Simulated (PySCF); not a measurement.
Species: C9HN.
Structure used (PBE0-D3(BJ)/def2-TZVP), in Å, numbered top down from 1:
```xyz
11
C9HN angstrom
C     -4.937   -0.092    1.124
C     -3.768   -0.069    0.822
C     -2.460   -0.047    0.485
C     -1.282   -0.025    0.176
C      0.016   -0.002   -0.159
C      1.196    0.021   -0.468
C      2.493    0.043   -0.810
C      3.668    0.064   -1.121
C      4.981    0.086   -1.469
N      6.100    0.105   -1.765
H     -5.968   -0.109    1.392
```

Computed with PySCF at wB97X-D/pcSseg-2, non-relativistic, on one gas-phase PBE0-D3(BJ)/def2-TZVP geometry that isn't relaxed in the solvent. The solvent is an IEF-PCM continuum (van der Waals radii × 1.2). Specific hydrogen bonds and non-electrostatic terms are outside this model.

Gas phase at wB97X-D/pcSseg-2: HOMO -9.14 eV, LUMO -1.68 eV, dipole 5.82 D.

Problem. What does the continuum do to the energy, the frontier levels and the dipole at wB97X-D/pcSseg-2 in chloroform?

Solution. 
| solvent | ε | E(solvent) − E(gas) (kcal/mol) | polarisation term (kcal/mol) | distortion of the solute (kcal/mol) | HOMO (eV) | LUMO (eV) | dipole (D) |
| --- | --- | --- | --- | --- | --- | --- | --- |
| chloroform | 4.711 | -3.33 | -3.89 | 0.56 | -9.03 | -1.58 | 7.34 |

Polarisation term: ½ Σ q·V over the induced surface charges. Distortion: the rise of the solute's own energy as its density leaves the gas-phase optimum.

Problem. Which radius a makes the point-dipole formula ΔE = −[(ε − 1)/(2ε + 1)]·μ²/a³ give the value in chloroform, with the gas-phase dipole?

Solution. μ = 2.291 au and |ΔE| = 0.00531 Eh give a = 3.74 Å; the farthest nucleus lies 6.30 Å from the centroid of the nuclei, so such a sphere wouldn't even hold the nuclei. The formula assumes a rigid point dipole at the centre of a sphere.

Problem. Give the dipole vector in the frame of the coordinates (D, pointing from negative to positive charge), gas and chloroform.

Solution. Gas (-5.63, -0.10, 1.48), solvent (-7.10, -0.12, 1.86). Its length changes by +26 % and its direction by less than 1°.

wB97X-D is run here without its empirical dispersion term; that term would change no orbital, density or response property at a fixed geometry.
